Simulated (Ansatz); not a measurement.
The cluster TaTe2. Charge 0, multiplicity 2. Geometry PBE-D4/def2-TZVP; atoms count from 1.

| atom | x (Å) | y (Å) | z (Å) |
| --- | --- | --- | --- |
| Ta1 | 0.181 | 0.199 | 1.511 |
| Te2 | -0.452 | 1.216 | -0.885 |
| Te3 | 0.271 | -1.415 | -0.626 |

In the def2 sets Ta, Te take a core potential; there is no spin–orbit coupling. The charge 0 doublet is spin-contaminated (final ⟨S²⟩ up to 1.56, 0.75 for a pure state). The geometry of the doublet was relaxed on an unsound state (⟨S²⟩ 1.44, where a pure state has 0.75). At PBE0-D4/def2-TZVP a quartet of charge 0 lies 0.29 eV below the doublet, each at its own geometry. The structure comes from a short search, and lower isomers may exist.

(1) Estimate the Mulliken populations from the PBE0/def2-TZVP orbitals of Ansatz.

(2) Where does the spin sit?

(3) And the Mayer bond orders between bonded heavy atoms (over 0.3)?

Results:

(1) 
| atom | charge (e) | spin (α − β) | d electrons |
| --- | --- | --- | --- |
| Ta1 | 0.33 | 1.15 | 3.25 |
| Te2 | -0.16 | -0.08 | – |
| Te3 | -0.16 | -0.08 | – |
Mulliken values and Mayer orders depend strongly on the basis.

(2) Summed by element: Ta 1.15, Te -0.15, of 1 unpaired in all. Largest on single atoms: Ta1 1.15, Te2 -0.08, Te3 -0.08.

(3) Ta1–Te2 1.34 (2.68 Å); Ta1–Te3 1.34 (2.68 Å); Te2–Te3 1.07 (2.74 Å).
